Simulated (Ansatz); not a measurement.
Species: sum formula BNH$_{5}$, charge 0, multiplicity 2. It need not be the lowest isomer of its formula. 
Geometry from a B3LYP-D3(BJ)/def2-TZVP (Ansatz, an electronic-structure program) optimisation:
```
B
N 1 1.4529
H 2 1.0091 1 123.80
H 2 1.0095 3 113.27 1 -180.00
H 1 1.1952 2 115.55 3 0.00
H 1 1.2537 5 115.75 2 130.23
H 1 1.2537 5 115.75 6 99.53
```
Charge 0, spin multiplicity 2.

Basis-set convergence of Hartree-Fock and MP2 correlation energies (hartree) with Ansatz. Correlated levels leave the core frozen unless marked. UHF or UKS for open shells. Spin-orbit coupling is left out. No relativistic terms.

| basis | functions | E(HF) | E(corr, MP2) |
|---|---|---|---|
| aug-cc-pVDZ | 91 | -81.98694 | -0.28833 |
| aug-cc-pVTZ | 207 | … | … |

Problem. Complete the blanks.

Solution. 
- aug-cc-pVTZ, E(HF): -82.00996
- aug-cc-pVTZ, E(corr, MP2): -0.34563
